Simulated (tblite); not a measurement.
Compound: C5H14BN.
Atom-mapped SMILES: `[BH3-:1][NH2+:2][CH2:3][CH2:4][CH:5]1[CH2:6][CH2:7]1` (hydrogens: H8, H9, H10 on B1; H11, H12 on N2; H13, H14 on C3; H15, H16 on C4; H17 on C5; H18, H19 on C6; H20, H21 on C7)

Computed with GFN2-xTB (tblite), gas phase: nudged elastic band of 9 images (0 to 8), spring 0.2 eV/Å², climbing image at the end, force threshold 0.05 eV/Å. The top image wasn't refined or checked by frequencies; at this threshold it can lie a kcal/mol or more above the true saddle point of the method.

The band describes a rotation about C4–C5 (chain CH2 carbon, three-membered-ring carbon), followed by the dihedral C3–C4–C5–C7, from the optimised start (142°) to a second optimised geometry at -92°.

Q: How does the energy change from image to image?

A: 
```
image  dihedral (°)  E (eV)  C4–C5 (Å)  C3···C7 (Å)  largest true force (eV/Å)
    0           142   0.000      1.513         3.83                       0.01
    1           156   0.010      1.511         3.89                       0.04
    2           172   0.040      1.513         3.92                       0.04
    3          -172   0.071      1.516         3.92                       0.04
    4          -156   0.085      1.519         3.89                       0.03
    5          -140   0.071      1.520         3.82                       0.04
    6          -124   0.035      1.518         3.72                       0.04
    7          -108  -0.007      1.515         3.59                       0.04
    8           -92  -0.034      1.513         3.45                       0.01
```

Barriers of this band. The top is image 4 at -156°: 0.085 eV forward and 0.119 eV back; the end lies 0.034 eV below the start. The central bond is 0.006 Å longer at the top than at the start.

Q: What rate follows at 200 K for crossing this barrier forward?

A: Taking the electronic barrier for the free energy of activation (no zero-point or entropy terms, transmission 1), rate = (kT/h)·exp(−ΔE/kT) ≈ 3 × 10^10 s⁻¹, whose inverse is 3 × 10^-11 s. An error of 1 kcal/mol in the barrier changes this by a factor of 12, and the method and the loose band can each miss by that much or more.

Q: How would the two end points share their population at 200 K, from these energies alone?

A: exp(−ΔE/kT) with ΔE = 0.034 eV gives 0.14 for the higher one (start) against 1 for the lower, without vibrational, rotational or degeneracy terms. GFN2-xTB can put conformers this close in the wrong order.

Q: How long is the path, and how are the images spaced?

A: Cartesian distances between aligned neighbours (all atoms, Å): 0.93, 0.91, 0.90, 0.89, 0.89, 0.90, 0.92, 0.98; the sum is 7.31 Å, and the top lies 50 % of the way along.

What follows is the cost of the whole band run. The run took 2.5 s wall on one thread, INTEL XEON PLATINUM 8581C at 2.10 GHz (x86_64), no GPU, shared host with 80 logical CPUs at a one-minute load of 11, and the process peaked at 0.18 GiB of memory.
